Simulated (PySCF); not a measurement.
fulvene (C6H6), SMILES C1=CC(=C)C=C1.

Geometry optimised at PBE0-D3(BJ)/def2-SVP.

These are HF/def2-TZVP run with PySCF values and carry that method's errors.

Symmetry labels are those of the subgroup C2v that the program uses (full group C2v).

Computed valence orbital energies around the gap with their symmetry:
```json
[
 {"orbital": "HOMO−7", "symmetry": "B2", "energy (eV)": "-16.46"},
 {"orbital": "HOMO−6", "symmetry": "B2", "energy (eV)": "-15.29"},
 {"orbital": "HOMO−5", "symmetry": "A1", "energy (eV)": "-15.08"},
 {"orbital": "HOMO−4", "symmetry": "A1", "energy (eV)": "-14.16"},
 {"orbital": "HOMO−3", "symmetry": "B1", "energy (eV)": "-13.68"},
 {"orbital": "HOMO−2", "symmetry": "B2", "energy (eV)": "-13.33"},
 {"orbital": "HOMO−1", "symmetry": "B1", "energy (eV)": "-9.37"},
 {"orbital": "HOMO", "symmetry": "A2", "energy (eV)": "-8.39"},
 {"orbital": "LUMO", "symmetry": "B1", "energy (eV)": "1.68"},
 {"orbital": "LUMO+1", "symmetry": "A1", "energy (eV)": "4.45"},
 {"orbital": "LUMO+2", "symmetry": "A1", "energy (eV)": "4.81"},
 {"orbital": "LUMO+3", "symmetry": "B2", "energy (eV)": "4.96"}
]
```
